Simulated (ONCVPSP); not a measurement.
# u(r) = r·R(r): atom against pseudo-atom (Nd)

Columns: radius, all-electron u(r) and pseudo u(r) of the 5d shell (level -8.45 eV) of neodymium in the configuration [Kr] 4d10 4f3 5s2 5p6 5d1 6s1; BLYP, scalar-relativistic, ONCV scheme, ONCVPSP 4.0.1.

| r (bohr) | all-electron | pseudo |
| --- | --- | --- |
| 0.115 | 0.1659 | 0.0007 |
| 0.230 | 0.1051 | 0.0054 |
| 0.345 | -0.1228 | 0.0176 |
| 0.460 | -0.2671 | 0.0398 |
| 0.575 | -0.2811 | 0.0735 |
| 0.690 | -0.2027 | 0.1186 |
| 0.805 | -0.0785 | 0.1740 |
| 0.920 | 0.0588 | 0.2371 |
| 1.035 | 0.1905 | 0.3047 |
| 1.150 | 0.3073 | 0.3732 |
| 1.265 | 0.4057 | 0.4389 |
| 1.380 | 0.4851 | 0.4989 |
| 1.495 | 0.5466 | 0.5506 |
| 1.610 | 0.5921 | 0.5923 |
| 1.725 | 0.6239 | 0.6232 |
| 1.840 | 0.6440 | 0.6435 |
| 1.955 | 0.6545 | 0.6544 |
| 2.070 | 0.6573 | 0.6573 |
| 2.185 | 0.6539 | 0.6539 |
| 2.300 | 0.6456 | 0.6456 |
| 2.415 | 0.6334 | 0.6334 |
| 2.530 | 0.6182 | 0.6182 |
| 2.645 | 0.6007 | 0.6007 |
| 2.760 | 0.5816 | 0.5816 |
| 2.875 | 0.5613 | 0.5613 |
| 2.990 | 0.5401 | 0.5401 |

(1) How many radial nodes do the two functions have?

(2) At about which radius was the pseudo-wave matched?

(3) Is the pseudo-wave norm-conserving?

## Answers

(1) The all-electron 5d function has n − l − 1 = 2; the pseudo-wave has 0, since the states of the same l below it are removed with the core.

(2) 2.30 bohr. The columns agree to 0.0005 from 1.96 bohr on; several derivatives are matched, so the curves merge somewhat inside the radius.

(3) Yes: the ONCV scheme keeps the norm inside the radius equal to the all-electron one, which fixes the energy derivative of the logarithmic derivative at the level.
